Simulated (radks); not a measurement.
The numbers below are computed, except where a source is named.
How relativity changes the ionisation of neutral molybdenum ([Kr] 4d5 5s1) to Mo+ ([Kr] 4d5). Spin-unpolarised spherical Kohn-Sham, LDA (Slater exchange, Perdew-Wang correlation), point nucleus unless stated (finite: rms radius 4.4091 fm), a radial shooting solver on a logarithmic mesh with Libxc functionals. A level marked "c x" has the speed of light scaled by that factor and shares open shells by 2j + 1; other Dirac levels either fill j = l - 1/2 first or share by 2j + 1.

| level | E(Mo) (hartree) | E(Mo+) (hartree) | IE (eV) | HOMO | <r> HOMO (bohr) |
|---|---|---|---|---|---|
| non-rel. | -3972.99637 | -3972.74661 | 6.796 | 5s | 3.675 |
| scalar-rel. | -4044.41933 | -4044.15554 | 7.178 | 4d | 2.003 |
| scalar-rel., finite nucleus | -4044.36252 | -4044.09874 | 7.178 | 4d | 2.003 |
| Dirac, 2j+1 shares | -4045.00099 | -4044.73718 | 7.179 | 4d5/2 | 2.016 |
| Dirac, low j first | -4045.01604 | -4044.75308 | 7.155 | 4d5/2 | 2.024 |
| Dirac, 2j+1 shares, finite nucleus | -4044.94408 | -4044.68027 | 7.178 | 4d5/2 | 2.016 |
| Dirac, c x 0.85 | -4074.54239 | -4074.27259 | 7.342 | 4d5/2 | 2.035 |
| Dirac, c x 1.5 | -4004.17286 | -4003.91711 | 6.959 | 4d5/2 | 1.990 |
| Dirac, c x 10 | -3973.68416 | -3973.43427 | 6.800 | 5s1/2 | 3.673 |

NIST Atomic Spectra Database: 7.092 eV (measured). The relativistic part of the total energy of Mo is -71.95 hartree (Dirac, 2j+1 shares, finite nucleus), 1.8 % of the non-relativistic value. Spin polarisation and multiplet splitting of open shells are left out at every level.

Beside tabulated values, note that relativity, absent from the non-relativistic runs, is large for the heavy elements, and spin-unpolarised runs miss the spin-polarisation part of the exchange energy of open shells.
